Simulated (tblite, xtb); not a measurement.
hydrogen peroxide (H2O2), singlet, geometry from GFN2-xTB. Base run: GFN1-xTB (xtb).

Geometry (Å):
```xyz
4

O     -0.0231     0.7100    -0.0126
O      0.0231    -0.7100     0.0126
H      0.9139     0.9425    -0.0326
H     -0.9139    -0.9425     0.0326
```
Charge 0, spin multiplicity 1.
All else is at xtb's defaults.
Base energy -10.35683 Eh.

Programs used: tblite, xtb; a row that names a program was run with it.

Each row names what was changed in the base input (with any setting that the change needs).

```csv
change,ΔE vs base (kJ/mol),HOMO-LUMO gap (eV),G_solv (kcal/mol),SCF cycles
base,0.00,8.39,-,6
etemp = 5000,-0.01,8.39,-,6
gbsa = toluene,-9.15,8.47,-2.29,6
acc = 30,0.00,8.39,-,6
alpb = acetone,-53.1,8.67,-14.13,6
"program = tblite; method = gfn1; option = (--etemp, 2000)",0.00,-,-,-
gbsa = thf,-33.7,8.59,-8.71,6
alpb = chcl3,-15.42,8.51,-3.89,6
etemp = 1000,0.00,8.39,-,6
acc = 1000,0.00,8.39,-,5
acc = 0.1,0.00,8.39,-,6
acc = 0.0001,0.00,8.39,-,8
```

ALPB and GBSA are two models with their own fitted parameters for each solvent, which aren't always the measured dielectric constant.
